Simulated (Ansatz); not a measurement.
Geometry optimisation, RKS B3LYP/def2-SVP (Ansatz).

input.yaml

```yaml
crystal:
  periodic: [false, false, false]
  atoms:
    - { symbol: B, position_ang: [-0.011267, -0.496758, -0.167586] }
    - { symbol: Cl, position_ang: [-0.087769, -0.937523, 1.627782] }
    - { symbol: O, position_ang: [1.168492, -0.574631, -0.816844] }
    - { symbol: H, position_ang: [1.912258, -0.766118, -0.236512] }
    - { symbol: O, position_ang: [-1.159391, -0.317811, -0.853357] }
    - { symbol: H, position_ang: [-1.938192, -0.295045, -0.287474] }
    - { symbol: "N", position_ang: [0.090753, 2.089377, 0.761462] }
    - { symbol: H, position_ang: [0.957868, 2.603216, 0.926975] }
    - { symbol: H, position_ang: [-0.62675, 2.788724, 0.563042] }
    - { symbol: H, position_ang: [-0.159902, 1.635769, 1.660511] }
basis:
  gaussian: { orbitals: def2-SVP }
hamiltonian:
  xc: b3lyp
relax:
  f_tol: 0.03
  max_steps: 50
```

Run as:

```bash
$ ansatz run input.yaml --threads 2 --pin off --max-ram 3072MiB --backend cpu --events-out ev --progress --plain --runs-dir out
```

Task: Where does it end, and by what steps?

Result: The run converged. After 29 steps the energy has fallen by 0.356 eV; H4 moved furthest, 1.00 Å. Joined: B1–N7 (2.75 → 1.67 Å).

```csv
step,energy less start (eV),largest force component (eV/Å),accepted
0,0.0000,0.575,yes
2,-0.0172,1.220,no
4,-0.0452,0.441,yes
6,-0.0626,0.650,yes
8,-0.0766,0.064,yes
10,-0.0784,0.051,yes
12,-0.0878,0.265,yes
14,-0.1519,0.584,yes
16,-0.1922,0.301,yes
18,-0.2238,0.233,yes
20,-0.2375,0.724,yes
22,-0.2830,0.344,yes
24,-0.3047,0.436,yes
26,-0.3314,0.405,yes
28,-0.3538,0.089,yes
29,-0.3562,0.021,yes
```

```xyz
10
Properties=species:S:1:pos:R:3
B 0.068 0.127 0.193
Cl -0.046 -0.838 1.863
O 1.313 0.065 -0.457
H 1.344 -0.690 -1.055
O -1.083 -0.083 -0.592
H -1.723 -0.631 -0.126
N 0.062 1.700 0.751
H 0.944 1.886 1.234
H -0.027 2.344 -0.040
H -0.707 1.850 1.406
```

The run took 62 s on 2 threads of Arm Neoverse V2, with other jobs on the host, peak memory 0.2 GiB.
